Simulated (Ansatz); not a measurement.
System: CH3Si, charge 0, multiplicity 2. It need not be the lowest isomer of its formula. SMILES: C=[SiH]
Geometry: optimised at B3LYP-D3(BJ)/def2-TZVP (Ansatz, a first-principles code).

Wanted: atomisation energy (electronic, to ground-state atoms), in kcal/mol. Cores are frozen in the correlated levels unless marked. Open shells are spin-unrestricted. No spin-orbit coupling. Non-relativistic. The coupled-cluster limit lacks core correlation, which all-electron functionals hold. CBS(X,Y): correlation extrapolated as X^-3; Hartree-Fock from the larger set.

The UHF reference is spin-contaminated (<S^2> 0.44 over the pure value in the largest basis). The T1 diagnostic of CCSD in the largest basis is 0.068, which is high, so the coupled-cluster rows are less sure than usual.

```json
[
 {"level": "BHLYP-D3(BJ)/def2-TZVPD", "program": "Ansatz + dftd3", "atomisation energy (kcal/mol)": "…"},
 {"level": "r2SCAN0-D4/def2-TZVPD", "program": "Ansatz + dftd4", "atomisation energy (kcal/mol)": "363.6"},
 {"level": "LC-wPBE-D3(BJ)/def2-TZVPD", "program": "Ansatz + dftd3", "atomisation energy (kcal/mol)": "362.7"},
 {"level": "RPA@PBE/cc-pV(Q+d)Z", "program": "Ansatz", "atomisation energy (kcal/mol)": "344.9"},
 {"level": "CCSD/STO-3G", "program": "Ansatz", "atomisation energy (kcal/mol)": "399.0"},
 {"level": "CCSD(T)/CBS(cc-pV(T+d)Z,cc-pV(Q+d)Z)", "program": "Ansatz", "atomisation energy (kcal/mol)": "…"}
]
```

### Question
Fill in the missing entries.

### Answer

- BHLYP-D3(BJ)/def2-TZVPD, atomisation energy (kcal/mol): 356.7
- CCSD(T)/CBS(cc-pV(T+d)Z,cc-pV(Q+d)Z), atomisation energy (kcal/mol): 365.1
